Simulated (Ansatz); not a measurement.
A set of 12 reactions (silylene extrusion), with CCSD(T)/CBS values in kJ/mol:

| reaction | ΔE |
| --- | --- |
| `CC[SiH2]C#N` → `CCC#N` + `[SiH2]` | 280.4 |
| `F[SiH](F)[NH][GeH3]` → `F[Si]F` + `[NH2][GeH3]` | 235.1 |
| `CO[Si@@H](N)[Si@H](N)F` → `N[SiH2]F` + `CO[Si]N` | 109.2 |
| `O[SiH](O)C[SiH](Cl)Cl` → `C[SiH](Cl)Cl` + `O[Si]O` | 154.0 |
| `C[SiH2]OB(O)O` → `OB(O)O` + `C[SiH]` | 332.6 |
| `C[Si](F)([SiH3])[SiH3]` → `C[Si]F` + `[SiH3][SiH3]` | 182.1 |
| `S[SiH2]Cl` → HCl + `[SiH]S` | 260.3 |
| `C=N[SiH](O)F` → `C=N` + `O[Si]F` | 191.5 |
| `[SiH3]N([SiH2]Cl)[SiH2]Cl` → `[SiH3]N[SiH2]Cl` + `[SiH]Cl` | 259.0 |
| `C[SiH](Cl)[Al]([F])[Cl]` → `[F][Al]([Cl])[Cl]` + `C[SiH]` | 183.8 |
| `C[SiH2]C[SiH2]F` → `C[SiH2]F` + `C[SiH]` | 240.6 |
| `C[SiH](F)Br` → `CBr` + `F[SiH]` | 376.1 |

Gas-phase electronic energies from Ansatz, PBE0-D4/def2-TZVP geometries. CBS: MP2 limit from def2 TZ/QZ plus the TZ coupled-cluster correction, frozen cores. This one scheme is used for every species. Functionals use def2-TZVPP. For Br, Ge outer-core shells are correlated without core-valence functions, which leaves a few kJ/mol of doubt a bond. Scalar relativity is left out up to krypton. One conformer a species, not always the lowest.

(1) Give the mean, mean absolute and largest difference (level minus CCSD(T)/CBS, kJ/mol) for: PBE-D4, r2SCAN-D4, PBE0-D4, ωB97M-V, HF/def2-TZVPP, SCS-MP2/def2-TZVPP, CCSD/def2-TZVPP, CCSD(T)/def2-TZVPP, HF/def2-QZVPP, MP2/def2-QZVPP, SCS-MP2/def2-QZVPP, HF/CBS(def2), MP2/CBS(def2), CCSD/CBS(def2). (Estimate.)

The largest T1 diagnostic in the set is 0.016, for `[SiH]S` (customary mark 0.02).

CCSD(T)/CBS is a level of theory with its own doubt, and the functionals carry their triple-zeta basis error, so these figures describe this set and don't rank the functionals.

## Answers

(1) Ansatz gave: 
```csv
level,mean,mean absolute,largest
PBE-D4,-5.8,11.4,-22.2
r2SCAN-D4,14.7,14.7,21.2
PBE0-D4,8.0,8.0,22.3
ωB97M-V,-8.0,8.0,-14.6
HF/def2-TZVPP,-13.1,15.8,-27.8
SCS-MP2/def2-TZVPP,-0.3,3.6,-8.3
CCSD/def2-TZVPP,-8.8,8.8,-13.7
CCSD(T)/def2-TZVPP,-6.5,6.5,-11.6
HF/def2-QZVPP,-13.0,16.0,-26.9
MP2/def2-QZVPP,14.3,14.3,20.4
SCS-MP2/def2-QZVPP,3.7,4.9,9.3
HF/CBS(def2),-13.0,16.0,-26.9
MP2/CBS(def2),17.0,17.0,24.0
CCSD/CBS(def2),-2.3,2.7,-5.5
```
